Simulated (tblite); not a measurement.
Species: C6H7O3PS.
Atom-mapped SMILES: `[CH3:1][O:2][C:3](=[O:4])[c:5]1[o:6][cH:7][c:8]([S:9][CH3:10])[p:11]1` (hydrogens: H12, H13, H14 on C1; H15 on C7; H16, H17, H18 on C10)

Computed with GFN2-xTB (tblite), gas phase: L-BFGS steps from a force-field or distance-geometry start until the largest atomic force falls under 0.01 eV/Å.

Step 20: E = -935.0175 eV
```
atom  x, y, z in Å  |  force x, y, z in eV/Å
C1     -3.8579    0.8915   -0.4052   -0.028   0.011  -0.003
O2     -2.4533    0.6760   -0.4271   -0.011  -0.023   0.019
C3     -2.0806   -0.5785   -0.1075    0.055   0.007  -0.029
O4     -2.8536   -1.4581    0.1738    0.011  -0.022   0.011
C5     -0.6255   -0.7044   -0.1519    0.028   0.061  -0.015
O6     -0.0910   -1.8959    0.1513   -0.014   0.003  -0.009
C7      1.2263   -1.8607    0.0782    0.020  -0.050   0.018
C8      1.7867   -0.6609   -0.2775   -0.006  -0.038   0.021
S9      3.5390   -0.5579   -0.3398    0.035  -0.041   0.036
C10     3.8879    1.1439   -0.8765   -0.057   0.003  -0.001
P11     0.5037    0.5463   -0.5528    0.003   0.053  -0.017
H12    -4.2705    0.5745    0.5549   -0.001   0.012   0.007
H13    -4.3403    0.3143   -1.1966    0.005  -0.011  -0.019
H14    -4.0233    1.9531   -0.5601    0.077   0.041  -0.007
H15     1.7503   -2.7689    0.3080    0.007  -0.082   0.017
H16     4.7190    1.5022   -0.2759   -0.012   0.005  -0.016
H17     4.1646    1.1339   -1.9263   -0.046   0.030  -0.026
H18     3.0099    1.7560   -0.7105   -0.066   0.043   0.010
```

Step 21: E = -935.0187 eV
```
atom  x, y, z in Å  |  force x, y, z in eV/Å
C1     -3.8556    0.8925   -0.4057   -0.019   0.011   0.001
O2     -2.4510    0.6779   -0.4269    0.017   0.001   0.006
C3     -2.0779   -0.5768   -0.1086    0.033   0.037  -0.028
O4     -2.8536   -1.4533    0.1726   -0.007  -0.084   0.024
C5     -0.6236   -0.7054   -0.1526    0.003   0.068  -0.014
O6     -0.0920   -1.8978    0.1517    0.011   0.014  -0.015
C7      1.2257   -1.8636    0.0792    0.047  -0.034   0.010
C8      1.7869   -0.6641   -0.2768    0.013  -0.022   0.020
S9      3.5411   -0.5577   -0.3372   -0.010  -0.024   0.026
C10     3.8845    1.1462   -0.8776   -0.063  -0.036   0.018
P11     0.5047    0.5456   -0.5529    0.035   0.012  -0.009
H12    -4.2683    0.5742    0.5530   -0.007   0.012   0.039
H13    -4.3375    0.3136   -1.1951   -0.001  -0.015  -0.047
H14    -4.0221    1.9538   -0.5601    0.077   0.043  -0.011
H15     1.7514   -2.7716    0.3083   -0.010  -0.074   0.018
H16     4.7161    1.5045   -0.2770   -0.021   0.010  -0.035
H17     4.1587    1.1344   -1.9287   -0.055   0.040   0.004
H18     3.0037    1.7540   -0.7067   -0.043   0.040  -0.006
```

Step 22: E = -935.0201 eV
```
atom  x, y, z in Å  |  force x, y, z in eV/Å
C1     -3.8533    0.8937   -0.4063   -0.003   0.008   0.004
O2     -2.4483    0.6800   -0.4266    0.032   0.020  -0.009
C3     -2.0748   -0.5748   -0.1101   -0.003   0.048  -0.014
O4     -2.8532   -1.4487    0.1715   -0.002  -0.118   0.027
C5     -0.6212   -0.7055   -0.1535   -0.015   0.049  -0.009
O6     -0.0928   -1.8995    0.1517    0.035   0.026  -0.021
C7      1.2257   -1.8676    0.0804    0.056  -0.008  -0.001
C8      1.7874   -0.6680   -0.2755    0.034  -0.007   0.019
S9      3.5432   -0.5580   -0.3339   -0.052   0.004   0.011
C10     3.8794    1.1481   -0.8785   -0.063  -0.060   0.032
P11     0.5065    0.5453   -0.5532    0.073  -0.037   0.002
H12    -4.2658    0.5741    0.5516   -0.011   0.018   0.055
H13    -4.3342    0.3125   -1.1943   -0.002  -0.005  -0.059
H14    -4.0191    1.9554   -0.5604    0.069   0.032  -0.014
H15     1.7524   -2.7760    0.3089   -0.033  -0.052   0.015
H16     4.7122    1.5071   -0.2791   -0.036   0.012  -0.053
H17     4.1508    1.1358   -1.9312   -0.069   0.044   0.038
H18     2.9961    1.7526   -0.7027   -0.011   0.026  -0.020
```

Step 23: E = -935.0223 eV
```
atom  x, y, z in Å  |  force x, y, z in eV/Å
C1     -3.8499    0.8958   -0.4072    0.019   0.003   0.005
O2     -2.4441    0.6834   -0.4263    0.031   0.027  -0.023
C3     -2.0707   -0.5718   -0.1125   -0.045   0.035   0.013
O4     -2.8516   -1.4436    0.1701    0.021  -0.124   0.017
C5     -0.6176   -0.7050   -0.1551   -0.025   0.009  -0.001
O6     -0.0932   -1.9013    0.1512    0.058   0.035  -0.025
C7      1.2265   -1.8738    0.0824    0.047   0.024  -0.014
C8      1.7889   -0.6743   -0.2732    0.058   0.011   0.016
S9      3.5456   -0.5583   -0.3286   -0.083   0.035  -0.009
C10     3.8704    1.1500   -0.8793   -0.056  -0.072   0.043
P11     0.5109    0.5441   -0.5536    0.109  -0.087   0.015
H12    -4.2624    0.5745    0.5505   -0.008   0.031   0.054
H13    -4.3294    0.3111   -1.1942    0.004   0.023  -0.057
H14    -4.0129    1.9583   -0.5611    0.050   0.007  -0.017
H15     1.7531   -2.7839    0.3102   -0.066  -0.015   0.009
H16     4.7057    1.5113   -0.2833   -0.054   0.014  -0.069
H17     4.1376    1.1388   -1.9341   -0.088   0.040   0.076
H18     2.9844    1.7509   -0.6970    0.028   0.004  -0.033
```

Q: Estimate the geometry and energy of step 24. (The exact step hangs on the optimiser's Hessian estimate; all steps are aligned on step 23, rigid shifts and turns removed.)

A: E = -935.0255 eV, largest force 0.173 eV/Å
```
atom  x, y, z in Å  |  force x, y, z in eV/Å
C1     -3.8449    0.8990   -0.4084    0.042  -0.002   0.006
O2     -2.4379    0.6885   -0.4261    0.014   0.011  -0.030
C3     -2.0654   -0.5674   -0.1156   -0.074  -0.005   0.048
O4     -2.8483   -1.4380    0.1681    0.055  -0.097  -0.003
C5     -0.6126   -0.7040   -0.1576   -0.019  -0.047   0.010
O6     -0.0929   -1.9032    0.1501    0.068   0.034  -0.025
C7      1.2284   -1.8830    0.0852    0.019   0.059  -0.028
C8      1.7924   -0.6838   -0.2692    0.073   0.030   0.010
S9      3.5482   -0.5580   -0.3208   -0.084   0.057  -0.030
C10     3.8560    1.1520   -0.8797   -0.040  -0.064   0.049
P11     0.5199    0.5408   -0.5540    0.122  -0.120   0.026
H12    -4.2579    0.5762    0.5494    0.003   0.053   0.034
H13    -4.3225    0.3098   -1.1950    0.018   0.067  -0.038
H14    -4.0026    1.9630   -0.5625    0.016  -0.028  -0.020
H15     1.7528   -2.7962    0.3123   -0.102   0.033   0.002
H16     4.6951    1.5179   -0.2910   -0.069   0.016  -0.075
H17     4.1162    1.1442   -1.9374   -0.107   0.024   0.106
H18     2.9672    1.7486   -0.6890    0.063  -0.020  -0.041
```

The energy changes by -0.0032 eV. The first-order estimate −F·Δx gives -0.0042 eV and the mean of the old and new forces, exact on a quadratic surface, -0.0031 eV. The step makes an angle of 75° with the force vector and moves no atom by more than 0.022 Å.

The cost below is that of the whole relaxation. The run took 0.87 s on an Arm Neoverse V1 with one thread (shared host).
